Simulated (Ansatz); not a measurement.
Sn(NMe2)Me3 (C₅H₁₅NSn). Charge 0, multiplicity 1. Geometry PBE0-D4/def2-SVP; atoms count from 1.

Cartesian coordinates in Å:
```
Sn 0.278 0.540 0.469
N -0.559 -0.608 -1.018
C -1.831 -1.231 -0.779
C 0.301 -1.386 -1.867
H -2.367 -1.412 -1.733
H -2.481 -0.582 -0.170
H -1.768 -2.217 -0.263
H 1.245 -0.855 -2.068
H 0.565 -2.389 -1.457
H -0.177 -1.568 -2.852
C 0.963 -0.676 2.117
H 1.739 -1.377 1.778
H 0.126 -1.252 2.538
H 1.385 -0.040 2.910
C -1.284 1.875 1.101
H -0.867 2.674 1.732
H -2.048 1.338 1.682
H -1.760 2.329 0.221
C 1.919 1.570 -0.462
H 2.271 2.384 0.189
H 1.591 2.000 -1.420
H 2.758 0.885 -0.647
```

In the def2 sets Sn takes a core potential; there is no spin–orbit coupling.

(1) Estimate the Mulliken populations from the PBE0/def2-TZVP orbitals of Ansatz.

(2) And the Mayer bond orders between heavy atoms (over 0.3)?

Results:

(1) 
```tsv
atom	charge (e)
Sn1	1.00
N2	-0.39
C3	-0.29
C4	-0.29
H5	0.11
H6	0.12
H7	0.10
H8	0.12
H9	0.10
H10	0.11
C11	-0.66
H12	0.14
H13	0.14
H14	0.14
C15	-0.67
H16	0.14
H17	0.14
H18	0.16
C19	-0.68
H20	0.14
H21	0.16
H22	0.15
```
Mulliken values depend strongly on the basis.

(2) Sn1–N2 0.85 (2.06 Å); Sn1–C11 0.87 (2.16 Å); Sn1–C15 0.89 (2.15 Å); Sn1–C19 0.89 (2.15 Å); N2–C3 1.01 (1.44 Å); N2–C4 1.01 (1.44 Å).
